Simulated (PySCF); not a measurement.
Input for PySCF: R-HF/STO-3G on BrH2NSi (SMILES N[Si]Br), a point of a torsion scan.

```python
from pyscf import gto, scf, dft, mp
from pyscf.data.elements import chemcore

mol = gto.M(
    atom='''
    N    -0.68450556   -0.00782756   -0.06114459
    Si    0.67135690   -0.99258434   -0.37397386
    Br    1.95310262    0.61703543   -1.39486505
    H    -0.76952380    0.97007542   -0.30303144
    H    -1.50916729   -0.35397601    0.39860560
    ''',
    basis='sto-3g',
    charge=0, spin=0, verbose=3, max_memory=1800)
mf = scf.RHF(mol)
mf.conv_tol = 1e-8
mf.max_cycle = 100
mf.kernel()
if not mf.converged:
    mf = mf.newton().run(mf.mo_coeff, mf.mo_occ)
```

Program output:

```
converged SCF energy = -2885.21252439987
```

The run converged.

Cost: about 0.5 core-seconds (a rough figure).
